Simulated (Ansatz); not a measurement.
Species: C$_{2}$H$_{10}$NSi$_{2}$, charge 0, multiplicity 2. It need not be the lowest isomer of its formula. SMILES: [CH2][SiH](C)N[SiH3]
Structure (B3LYP-D3(BJ)/def2-TZVP (Ansatz, a first-principles code) minimum search):
```
Si
N 1 1.7353
H 2 1.0104 1 115.67
Si 2 1.7278 3 114.56 1 177.68
H 4 1.4817 2 107.69 3 1.28
H 4 1.4837 5 108.96 2 -121.75
H 4 1.4843 5 108.94 6 -116.17
H 1 1.4878 2 111.25 3 64.97
C 1 1.8443 8 106.98 2 120.54
H 9 1.0851 1 123.00 8 24.52
H 9 1.0854 10 114.45 1 -178.34
C 1 1.8745 8 108.75 2 -117.99
H 12 1.0915 1 110.14 8 -58.28
H 12 1.0916 13 107.94 1 121.80
H 12 1.0927 13 107.78 14 116.85
```
Charge 0, spin multiplicity 2.

Atomisation energy built up term by term with Ansatz (kcal/mol; UHF references for open shells; valence terms freeze the core; atomic spin-orbit terms are left out). Basis-set limits of correlation are two-point, X^-3; Hartree-Fock from the larger set.

```csv
term,basis,kcal/mol
Hartree-Fock,cc-pV(Q+d)Z,940.55
CCSD correlation,"CBS(cc-pV(T+d)Z,cc-pV(Q+d)Z)",290.97
(T),"CBS(cc-pV(T+d)Z,cc-pV(Q+d)Z)",14.24
core correlation,cc-pwCVTZ,2.72
scalar relativity (X2C),cc-pVTZ-DK against cc-pVTZ,-2.09
sum: De,,1246.4
```

(T) makes 1.1 % of the CCSD(T) atomisation energy; under 5 % is typical of single-reference molecules.
